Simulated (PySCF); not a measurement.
Ligands exchanged one at a time, Al Br-I. Isolated molecules, 0 K electronic values unless said otherwise. Strings in code marks are SMILES.

The dipole moment from two functionals at the same geometries (PBE0-D3(BJ)/def2-TZVP), both in PySCF: PBE-D3(BJ)/def2-TZVP and ωB97X-D3(BJ)/def2-TZVP. 

| species | PBE-D3(BJ)/def2-TZVP (D) | ωB97X-D3(BJ)/def2-TZVP (D) |
|---|---|---|
| 0 of 3 Br replaced by I (`[Br][Al]([Br])[Br]`) | 0.00 | 0.00 |
| 1 of 3 Br replaced by I (`[Br][Al]([Br])[I]`) | 0.43 | 0.40 |
| 2 of 3 Br replaced by I | 0.41 | 0.38 |
| 3 of 3 Br replaced by I (`[I][Al]([I])[I]`) | 0.00 | 0.00 |

Over these rows, drawn at random from the members with no instability flagged (it was tested for open shells, ions and some series alone), PBE minus ωB97X-D3(BJ): mean +0.02 D, from 0.00 D to +0.03 D.
